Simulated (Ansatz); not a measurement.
Two members of one family (Same ligands, another metal), computed with Ansatz in the gas phase; def2 core potentials for Ta, no spin–orbit coupling. The two geometries come from different levels. Names give formal oxidation states. A dash marks a value that wasn't run or was left out as unsound. The structures are stationary points that may keep the symmetry of their start. Remarks come from the PBE and PBE0 runs and from stability tests at other levels; not every state was tested. HOMO above LUMO (over both spins in singlets and doublets, within one spin in higher multiplets; at PBE or PBE0), or a gap under 0.15 eV within one spin, warns that the state may not be the lowest or that an electron is smeared out.

First: Ta(NH)Cl3 (singlet, charge 0, PBE0-D4/def2-SVP geometry).

Cartesian coordinates in Å:
```
Ta 0.150 0.192 -0.338
N -0.478 -0.613 1.076
H -0.843 -1.081 1.898
Cl 1.846 1.573 0.380
Cl -1.593 1.379 -1.260
Cl 0.918 -1.450 -1.756
```

```csv
level,HOMO (eV),LUMO (eV),gap (eV),vertical triplet (eV)
PBE-D4/def2-SVP,-7.24,-2.98,4.26,–
PBE-D4/def2-TZVP,-7.27,-3.12,4.15,4.23
PBE-D4/def2-TZVPD,-7.33,-3.20,4.13,–
r2SCAN-D4/def2-TZVP,-7.60,-3.05,4.55,4.17
HSE06-D4/def2-TZVP,-8.23,-2.74,5.49,–
```

Metal–donor distances: 1 × N 1.74 Å, 3 × Cl 2.30 Å. Remarks: gap within one spin near zero at PBE or PBE0 (triplet).

Second: V(NH)Cl3 (singlet, charge 0, PBE-D4/def2-SVP geometry).

```xyz
6

V    -0.182   -0.269    0.210
N     0.571    0.847   -0.661
H     1.054    1.562   -1.221
Cl   -0.454   -1.994   -1.058
Cl   -2.071    0.571    0.828
Cl    1.082   -0.716    1.902
```

Q: What does the change do? Estimate second minus first.

A: 
```csv
level,Δ HOMO (eV),Δ LUMO (eV),Δ gap (eV),Δ vertical triplet (eV)
PBE-D4/def2-SVP,-0.03,-1.50,-1.47,–
PBE-D4/def2-TZVP,-0.22,-1.54,-1.32,-1.41
PBE-D4/def2-TZVPD,-0.23,-1.53,-1.30,–
r2SCAN-D4/def2-TZVP,-0.25,-1.70,-1.46,-1.54
HSE06-D4/def2-TZVP,-0.26,-1.53,-1.27,–
```

Metal–donor distances: 1 × N 1.60 Å, 3 × Cl 2.16 Å. Remarks: restricted SCF unstable in HF, gap within one spin near zero at PBE or PBE0 (triplet).
